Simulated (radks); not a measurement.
Q: Species: Ti+. Configuration: [Ar] 3d2 4f1 (not the ground configuration). All-electron calculation, non-relativistic Kohn-Sham, PBE, spin-polarised, spherical densities, point nucleus; open shells are filled with parallel spins first. Program: a radial shooting solver on a logarithmic mesh with Libxc functionals. Some entries of the table are withheld. Estimate them.

| orbital | occ. | eigenvalue (Ry) | <r^2> (bohr^2) | <r> (bohr) |
|---|---|---|---|---|
| 1s down | 1 | -356.4012 | 0.006608 | 0.07017 |
| 1s up | 1 | -356.4000 | 0.006608 | 0.07017 |
| 2s up | 1 | -39.93531 | 0.1269 | 0.3277 |
| 2s down | 1 | -39.89114 | 0.1267 | 0.3274 |
| 2p up | 3 | -33.50316 | 0.1044 | 0.2910 |
| 2p down | 3 | -33.46960 | 0.1042 | 0.2907 |
| 3s up | 1 | -5.50669 | 1.185 | 1.014 |
| 3s down | 1 | -5.36559 | 1.185 | 1.014 |
| 3p up | 3 | -3.81360 | 1.384 | 1.085 |
| 3p down | 3 | -3.67323 | 1.388 | 1.086 |
| 3d up | 2 | -1.25077 | (1) | (2) |
| 3d down | 0 | -1.11728 | (3) | (4) |
| 4f up | 1 | -0.19187 | 80.80 | 8.556 |

A: 
(1) 3d up <r^2> (bohr^2): 2.563
(2) 3d up <r> (bohr): 1.418
(3) 3d down <r^2> (bohr^2): 2.659
(4) 3d down <r> (bohr): 1.440
